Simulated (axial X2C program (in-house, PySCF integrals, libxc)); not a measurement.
**Spin–orbit effects down a group: molecules with Be, PBE0**

Calculated with an axial X2C code built on PySCF integrals, spin-free (one-electron X2C) or two-component (2c: spin–orbit coupling with atomic mean-field Coulomb and Gaunt terms, which also bring small scalar terms), in Dyall basis sets with cores contracted in-house; open shells are unrestricted.

Basis sets: Be dyall-cv3z, Cs dyall-cv3z, Li dyall-cv3z, Na dyall-cv3z, Rb dyall-cv3z.

```
molecule   spin-free state  Re (Å)  ωe (cm⁻¹)  De (eV)  2c state  Re 2c (Å)  ωe 2c (cm⁻¹)  De 2c (eV)
    LiBe  M_S = 1/2, Λ = 0   2.579      345.5     0.51   Ω = 1/2      2.579         345.5        0.51
    NaBe  M_S = 1/2, Λ = 0   2.890      223.0     0.36   Ω = 1/2      2.890         223.0        0.36
    RbBe  M_S = 1/2, Λ = 0   3.537      152.0     0.28   Ω = 1/2      3.537         152.0        0.28
    CsBe  M_S = 1/2, Λ = 0   3.722      143.0     0.29   Ω = 1/2      3.720         143.1        0.29
```

Question: Work out the shifts from the spin-free to the two-component result.

Answer: 

```
molecule  2c state  ΔRe (Å)  Δωe (cm⁻¹)  ΔDe (eV)
    LiBe   Ω = 1/2    0.000         0.0      0.00
    NaBe   Ω = 1/2    0.000         0.0      0.00
    RbBe   Ω = 1/2    0.000         0.0      0.00
    CsBe   Ω = 1/2   -0.002         0.1      0.00
```

Shifts of one unit in the last digit are rounding.

Each entry is the lowest single determinant of a limited PBE0 search at one distance. De goes to single-determinant-based atoms at the same level (for ions the charge split of lowest energy) and is withheld (n/a) where an atom does not fit its ground term or J level. Main or longest-lived isotopes.
